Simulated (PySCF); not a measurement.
Species: C8H17BO.
Structure used (PBE0-D3(BJ)/def2-SVP), in Å, numbered top down from 1:
```
atom  x, y, z in Å
C1    -3.2589    0.6980   -0.9918
C2    -2.2539   -0.0175   -0.1115
C3    -2.7661   -0.2183    1.3087
O4    -1.0742    0.7536   -0.1134
C5     0.1252    0.0481    0.1437
B6     0.6576   -0.8298   -1.0526
C7     2.1673   -1.2426   -1.0489
C8     3.1029   -0.2145   -0.4032
C9     2.5224    0.3895    0.8713
C10    1.1674    1.0485    0.6391
H11   -3.4716    1.6992   -0.5858
H12   -4.2041    0.1380   -1.0504
H13   -2.8566    0.8203   -2.0076
H14   -2.0413   -1.0102   -0.5584
H15   -2.9945    0.7569    1.7659
H16   -2.0170   -0.7210    1.9399
H17   -3.6786   -0.8339    1.3188
H18   -0.0261   -0.6822    0.9778
H19   -0.1085   -1.2272   -1.9050
H20    2.1546   -2.1690   -0.4306
H21    2.5310   -1.5723   -2.0349
H22    4.0904   -0.6594   -0.1962
H23    3.2877    0.6015   -1.1245
H24    3.2261    1.1290    1.2865
H25    2.4216   -0.3990    1.6403
H26    0.7966    1.5344    1.5560
H27    1.2654    1.8500   -0.1144
```

Computed at PBE0/pcSseg-1 (PySCF, non-relativistic), with Q(17O) = −0.0256 b, Q(11B) = 0.04059 b: O4, 17O (I = 5/2): χzz = 12.06 MHz, η = 0.974; B6, 11B (I = 3/2): χzz = 5.908 MHz, η = 0.096.

(1) Find the zero-field quadrupole resonance frequencies of 17O at O4.

(2) Find the zero-field quadrupole resonance frequencies of 11B at B6.

## Answers

(1) From the eigenvalues of H = χ/[4I(2I − 1)] × [3Iz² − I(I + 1) + η(Ix² − Iy²)], steps between neighbouring levels, labelled as for η = 0: ±1/2↔±3/2 3.136 MHz, ±3/2↔±5/2 3.204 MHz (ether oxygen).

(2) From ν = (|χ|/2)√(1 + η²/3): ν = 2.958 MHz (three-coordinate boron).

In a crystal, neighbours and librations shift these lines. Geometry: PBE0-D3(BJ)/def2-SVP, one conformer, isolated molecule. These gradients aren't converged with respect to the basis.

These values come from a run that also computed NMR shieldings. The run took 70 s wall on Arm Neoverse V1, one thread, no GPU, shared host, and the process peaked at 1.2 GiB of memory.
